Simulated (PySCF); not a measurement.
C4H10Cd (SMILES C[CH2][Cd][CH2]C), singlet, at a GFN2-xTB geometry (such geometries of metal compounds can be far from the true shape) (core potentials on Cd); PySCF with DF-SVWN5/def2-SV(P).

Input for PySCF:
```python
from pyscf import gto, scf, dft

mol = gto.M(
    atom='''
Cd   -0.47539986   -0.23663384   -0.15621558
C    -0.15084967   -0.56841297    2.03967978
C     1.27272704   -1.11505873    2.16372254
H    -0.84526345   -1.26133126    2.51935430
H    -0.21677003    0.39079705    2.56810723
H     1.99859546   -0.44213676    1.69185298
H     1.35857338   -2.10127463    1.69712496
H     1.56572847   -1.22570834    3.21292124
C     0.53729101    0.73469100   -1.90782709
C     0.81313815    2.17835330   -1.48275184
H    -0.02802775    0.73681655   -2.84203535
H     1.49106221    0.22517857   -2.09517876
H     1.37584490    2.21496682   -0.54222818
H    -0.11918677    2.73570441   -1.35183281
H     1.40479737    2.70797603   -2.23667795
''',
    basis='def2-sv(p)',
    ecp={'Cd': 'def2-sv(p)'},
    verbose=4,
)

mf = dft.RKS(mol)
mf.xc = 'lda,vwn'
mf.grids.becke_scheme = dft.gen_grid.stratmann
mf = mf.density_fit(auxbasis='def2-universal-jkfit')
mf.kernel()
mf.analyze()
```

Output, abridged:

```
PySCF version 2.14.0

[INPUT] verbose = 4
[INPUT] num. atoms = 15
[INPUT] num. electrons = 54
[INPUT] charge = 0
[INPUT] spin (= nelec alpha-beta = 2S) = 0
[INPUT] symmetry False subgroup None
[INPUT] Mole.unit = angstrom
[INPUT] Symbol           X                Y                Z      unit          X                Y                Z       unit  Magmom
[INPUT]  1 Cd    -0.475399860000  -0.236633840000  -0.156215580000 AA   -0.898375535057  -0.447173149404  -0.295204662590 Bohr   0.0
[INPUT]  2 C     -0.150849670000  -0.568412970000   2.039679780000 AA   -0.285064562281  -1.074144838951   3.854436166013 Bohr   0.0
[INPUT]  3 C      1.272727040000  -1.115058730000   2.163722540000 AA    2.405105536928  -2.107155612505   4.088843010148 Bohr   0.0
[INPUT]  4 H     -0.845263450000  -1.261331260000   2.519354300000 AA   -1.597316423605  -2.383570633753   4.760889637745 Bohr   0.0
[INPUT]  5 H     -0.216770030000   0.390797050000   2.568107230000 AA   -0.409635988714   0.738499394788   4.853019323215 Bohr   0.0
[INPUT]  6 H      1.998595460000  -0.442136760000   1.691852980000 AA    3.776798053199  -0.835517386003   3.197138775229 Bohr   0.0
[INPUT]  7 H      1.358573380000  -2.101274630000   1.697124960000 AA    2.567331608325  -3.970833563197   3.207101373563 Bohr   0.0
[INPUT]  8 H      1.565728470000  -1.225708340000   3.212921240000 AA    2.958797993734  -2.316253071195   6.071541203398 Bohr   0.0
[INPUT]  9 C      0.537291010000   0.734691000000  -1.907827090000 AA    1.015332858091   1.388364776183  -3.605270693126 Bohr   0.0
[INPUT] 10 C      0.813138150000   2.178353300000  -1.482751840000 AA    1.536608404936   4.116491139543  -2.801994888295 Bohr   0.0
[INPUT] 11 H     -0.028027750000   0.736816550000  -2.842035350000 AA   -0.052964771388   1.392381483547  -5.370668447832 Bohr   0.0
[INPUT] 12 H      1.491062210000   0.225178570000  -2.095178760000 AA    2.817699211589   0.425525826421  -3.959314038406 Bohr   0.0
[INPUT] 13 H      1.375844900000   2.214966820000  -0.542228180000 AA    2.599970050880   4.185680664799  -1.024662757221 Bohr   0.0
[INPUT] 14 H     -0.119186770000   2.735704410000  -1.351832810000 AA   -0.225230352972   5.169732092665  -2.554593777101 Bohr   0.0
[INPUT] 15 H      1.404797370000   2.707976030000  -2.236677950000 AA    2.654682289809   5.117333048587  -4.226708754354 Bohr   0.0

nuclear repulsion = 237.524497338962
number of shells = 54
number of NR pGTOs = 186
number of NR cGTOs = 100
basis = def2-sv(p)
ecp = {'Cd': 'def2-sv(p)'}

******** <class 'pyscf.df.df_jk.DFRKS'> ********
method = DFRKS
initial guess = minao
damping factor = 0
level_shift factor = 0
DIIS = <class 'pyscf.scf.diis.CDIIS'>
diis_start_cycle = 1
diis_space = 8
diis_damp = 0
SCF conv_tol = 1e-09
SCF conv_tol_grad = None
SCF max_cycles = 50
direct_scf = False
XC library pyscf.dft.libxc version 7.1.2
    S. Lehtola, C. Steigemann, M. J. T. Oliveira, and M. A. L. Marques,  SoftwareX 7, 1–5 (2018)
XC functionals = lda,vwn
    P. A. M. Dirac,  Math. Proc. Cambridge Philos. Soc. 26, 376 (1930)
    F. Bloch,  Z. Phys. 57, 545 (1929)
    S. H. Vosko, L. Wilk, and M. Nusair,  Can. J. Phys. 58, 1200 (1980)
radial grids:
    Treutler-Ahlrichs [JCP 102, 346 (1995); DOI:10.1063/1.469408] (M4) radial grids

becke partition: Stratmann, Scuseria, Frisch. CPL, 257, 213 (1996); DOI:10.1016/0009-2614(96)00600-8
pruning grids: <function nwchem_prune>
grids dens level: 3
symmetrized grids: False
atomic radii adjust function: <function treutler_atomic_radii_adjust>
small_rho_cutoff = 0
Set gradient conv threshold to 3.16228e-05
Initial guess from minao.
tot grids = 176944
init E= -310.152659437535
  HOMO = -0.639403650374062  LUMO = -0.591594996231885  gap/eV = 1.30094
cycle= 1 E= -322.541082574773  delta_E= -12.4  |g|= 2.32  |ddm|= 6.21
  HOMO = 0.117485444523477  LUMO = 0.123433763182032  gap/eV = 0.16186
cycle= 2 E= -287.943820467249  delta_E= 34.6  |g|= 6.55  |ddm|= 48.1
  HOMO = -0.257218502648572  LUMO = -0.199177261044577  gap/eV = 1.57938
cycle= 3 E= -323.503835897354  delta_E= -35.6  |g|= 1.48  |ddm|= 47.8
  HOMO = -0.331486430943089  LUMO = -0.180420158768429  gap/eV = 4.11072
cycle= 4 E= -323.822640460138  delta_E= -0.319  |g|= 1.14  |ddm|= 2.78
  HOMO = -0.189385032516528  LUMO = -0.0824016845242586  gap/eV = 2.91117
cycle= 5 E= -324.163158526194  delta_E= -0.341  |g|= 0.219  |ddm|= 1.33
  HOMO = -0.193800572386101  LUMO = -0.0766577216138877  gap/eV = 3.18762
cycle= 6 E= -324.162935350898  delta_E= 0.000223  |g|= 0.221  |ddm|= 0.49
  HOMO = -0.188579694841957  LUMO = -0.0735631360304403  gap/eV = 3.12976
cycle= 7 E= -324.175039642523  delta_E= -0.0121  |g|= 0.0839  |ddm|= 0.351
  HOMO = -0.186037250057728  LUMO = -0.0718739128395569  gap/eV = 3.10654
cycle= 8 E= -324.176970467072  delta_E= -0.00193  |g|= 0.0335  |ddm|= 0.139
  HOMO = -0.185866558942386  LUMO = -0.0706160012731178  gap/eV = 3.13613
cycle= 9 E= -324.177276029685  delta_E= -0.000306  |g|= 0.00583  |ddm|= 0.0479
  HOMO = -0.185449978646682  LUMO = -0.0702488240994956  gap/eV = 3.13478
cycle= 10 E= -324.177285490201  delta_E= -9.46e-06  |g|= 0.0011  |ddm|= 0.00945
  HOMO = -0.185437364069347  LUMO = -0.0702214985420273  gap/eV = 3.13518
cycle= 11 E= -324.177285816215  delta_E= -3.26e-07  |g|= 0.000169  |ddm|= 0.00187
  HOMO = -0.185442252176982  LUMO = -0.0702348473348575  gap/eV = 3.13495
cycle= 12 E= -324.177285824434  delta_E= -8.22e-09  |g|= 7.2e-05  |ddm|= 0.000352
  HOMO = -0.18544040883833  LUMO = -0.0702303950850069  gap/eV = 3.13502
cycle= 13 E= -324.177285825734  delta_E= -1.3e-09  |g|= 3.24e-05  |ddm|= 0.000106
  HOMO = -0.185440100033373  LUMO = -0.0702288638533748  gap/eV = 3.13506
cycle= 14 E= -324.177285826008  delta_E= -2.74e-10  |g|= 5.57e-06  |ddm|= 4.35e-05
  HOMO = -0.185439626689218  LUMO = -0.0702294260663905  gap/eV = 3.13503
Extra cycle  E= -324.177285825997  delta_E= 1.1e-11  |g|= 8.25e-06  |ddm|= 2.44e-05
converged SCF energy = -324.177285825997
**** SCF Summaries ****
Total Energy =                        -324.177285825996933
Nuclear Repulsion Energy =             237.524497338961510
One-electron Energy =                 -980.181008277345427
Two-electron Energy =                  418.479225112387041
Two-electron Coulomb Energy =          457.341326896052976
DFT Exchange-Correlation Energy =      -38.862101783665956
HOMO-LUMO gap [eV] =                     3.135029242589416
**** MO energy ****
MO #1   energy= -9.76684328441823  occ= 2
MO #2   energy= -9.76680817569938  occ= 2
MO #3   energy= -9.76420653473392  occ= 2
MO #4   energy= -9.76403217454469  occ= 2
MO #5   energy= -3.97103767474328  occ= 2
MO #6   energy= -2.51722283663946  occ= 2
MO #7   energy= -2.51659957607312  occ= 2
MO #8   energy= -2.50992927541623  occ= 2
MO #9   energy= -0.659050973656798 occ= 2
MO #10  energy= -0.65727484738987  occ= 2
MO #11  energy= -0.524923980958207 occ= 2
MO #12  energy= -0.519538028070013 occ= 2
MO #13  energy= -0.4487262862744   occ= 2
MO #14  energy= -0.447224490584649 occ= 2
MO #15  energy= -0.446346010218918 occ= 2
MO #16  energy= -0.4451439585658   occ= 2
MO #17  energy= -0.440439303502351 occ= 2
MO #18  energy= -0.383800341437728 occ= 2
MO #19  energy= -0.381645585113502 occ= 2
MO #20  energy= -0.365547708382293 occ= 2
MO #21  energy= -0.356423484965274 occ= 2
MO #22  energy= -0.313785538588553 occ= 2
MO #23  energy= -0.313274497047914 occ= 2
MO #24  energy= -0.291397325277651 occ= 2
MO #25  energy= -0.291026967060799 occ= 2
MO #26  energy= -0.249709251472435 occ= 2
MO #27  energy= -0.185439626689218 occ= 2
MO #28  energy= -0.0702294260663905 occ= 0
MO #29  energy= -0.0366333486849815 occ= 0
MO #30  energy= -0.00486271230779067 occ= 0
MO #31  energy= 0.0461703327765015 occ= 0
MO #32  energy= 0.0754547884996271 occ= 0
MO #33  energy= 0.0896199108763036 occ= 0
MO #34  energy= 0.097718923214884  occ= 0
MO #35  energy= 0.102565835596456  occ= 0
Dipole moment(X, Y, Z, Debye): -0.31031, -0.14904, -0.10222
```
